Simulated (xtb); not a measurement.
C2H7BrSi, SMILES Br[SiH2]CC. All values are semi-empirical tight-binding results from xtb (GFN2-xTB unless named), good for trends rather than for accurate numbers. Geometry optimised at GFN2-xTB. Other conformers were not sampled.

Computed properties:
```json
{
  "orbital_gap": "5.56 eV",
  "zero_point_energy": "51.9 kcal/mol",
  "G − E(el) at 298.15 K (modified RRHO)": "32.1 kcal/mol",
  "static polarisability (D4 model)": "74.9 bohr³",
  "solvation energy, GFN2-xTB/ALPB(water)": "-0.6 kcal/mol",
  "solvation energy, GFN2-xTB/ALPB(toluene)": "-3.6 kcal/mol"
}
```
